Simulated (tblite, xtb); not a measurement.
F5Mo, charge +1, singlet, geometry from GFN2-xTB (such geometries of metal compounds can be far from the true shape) (the multiplicity is a formal guess). Base run: xtb with GFN1-xTB.

Geometry (Å):
```xyz
6

Mo     0.0000     0.0000     0.0000
F      1.1392    -0.6748     1.0612
F     -1.1392     0.6748    -1.0612
F      0.1970     1.5344     0.7642
F      0.9958    -0.4296    -1.3421
F     -1.1927    -1.1049     0.5779
```
Charge +1, spin multiplicity 1.
All else is at xtb's defaults.
Base energy -27.50172 Eh.

Programs used: tblite, xtb; a row that names a program was run with it.

Variants of this job, named by their change:

| change | ΔE vs base (mEh) | HOMO-LUMO gap (eV) | G_solv (kcal/mol) | SCF cycles |
|---|---|---|---|---|
| base | 0.000 | 6.61 | - | 9 |
| acc = 1000 | 0.003 | 6.62 | - | 6 |
| program = tblite; method = gfn1; option = (--etemp, 2000) | 0.000 | - | - | - |
| alpb = acetonitrile | -30.112 | 6.40 | -19.95 | 9 |
| gbsa = chcl3 | -136.8 | 6.94 | -87.93 | 9 |
| program = tblite; method = gfn1; option = --grad | 0.000 | - | - | - |
| program = tblite; method = gfn1; option = (--alpb, water) | -35.874 | - | - | - |
| acc = 0.0001 | 0.000 | 6.61 | - | 11 |
| gbsa = toluene | -52.161 | 6.51 | -33.00 | 9 |
| etemp = 3000 | 0.000 | 6.61 | - | 9 |

ALPB and GBSA are two models with their own fitted parameters for each solvent, which aren't always the measured dielectric constant.
